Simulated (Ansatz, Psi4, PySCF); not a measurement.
Al, charge -1, triplet. Base run: MP2/def2-SVPD (PySCF).

Input for PySCF:
```python
from pyscf import gto, scf, mp

mol = gto.M(
    atom='''
Al    0.00000000    0.00000000    0.00000000
''',
    basis='def2-svpd',
    charge=-1,
    spin=2,
    verbose=3,
)

mf = scf.UHF(mol)
mf.kernel()

pt = mp.MP2(mf)
pt.kernel()
print('E(MP2) = %.10f' % pt.e_tot)
```

The same geometry, method and basis name were run in Ansatz (an electronic-structure program) and Psi4 and PySCF, at each program's defaults and at the settings that a row names. The base is PySCF at its defaults. Differences at the defaults can come from grids, fitting, cores and function types together. The rows with settings made alike still differ; the cause (another SCF solution, basis table, core potential or functional code) wasn't traced.

| code and settings | ΔE vs base (mEh) | basis functions | E (Eh) | SCF cycles |
|---|---|---|---|---|
| PySCF, defaults (exact integrals, spherical functions, all electrons correlated) | 0.000 | 24 | -241.82201 | 9 |
| Psi4, defaults (density fitting with its default set, spherical functions, all electrons correlated) | 52.921 | 24 | -241.76909 | 13 |
| Ansatz, defaults (factorised integrals, spherical functions, frozen core) | 7.977 | 24 | -241.81403 | - |
| PySCF, frozen core | 7.976 | 24 | -241.81403 | 9 |
| Psi4, exact integrals, spherical functions, frozen core | 60.989 | 24 | -241.76102 | 13 |
| Ansatz, high accuracy, frozen core | 7.976 | 24 | -241.81403 | - |

Open shells are given as the SCF converged; they aren't shown to be the lowest states, and a large step between rows can be another state.
